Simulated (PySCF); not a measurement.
**[Ce(NO2)]2+ relaxed at several levels**

Computed with PySCF 2.14.0, def2-SVP on the ligands, density fitting, scalar-relativistic core potentials, no spin-orbit coupling, vacuum. Each row is relaxed at its own level from the same template. Distances are means of the shortest metal–ligand contacts, charges and spins Mulliken's; removal energies are rigid, with the ligand's formal charge and no counterpoise, so too large; for an anion taken off a cation in vacuum most of it is the attraction of opposite charges, and multiply charged cations can part far more cheaply with an electron moved from ligand to metal. lcecp potentials hold a fixed number of 4f electrons in the core, out of states, spins and gaps.

```
level      basis on the metal  point group  M–NO2 (Å)  charge on M (e)  removal of one NO2 (eV)  strongest infrared band, degenerate modes summed (cm⁻¹)  unstable modes (below −25 cm⁻¹)
  PBE  lcecp-1-SVP with ECP47          C2v      2.314             2.03                    21.58                                                     1052                                0
```

Task: What does the calculation give for r2SCAN, lcecp-1-SVP with ECP47?

Result: point group: C2v, M–NO2 (Å): 2.310, charge on M (e): 2.13, removal of one NO2 (eV): 21.03, unstable modes (below −25 cm⁻¹): not given.
```xyz
4

Ce    0.0000    0.0000   -0.4444
O     1.0438    0.0000    1.6164
O    -1.0438    0.0000    1.6164
N     0.0000    0.0000    2.3506
```

One start shape was tried for each, so a minimum needn't be the lowest isomer.
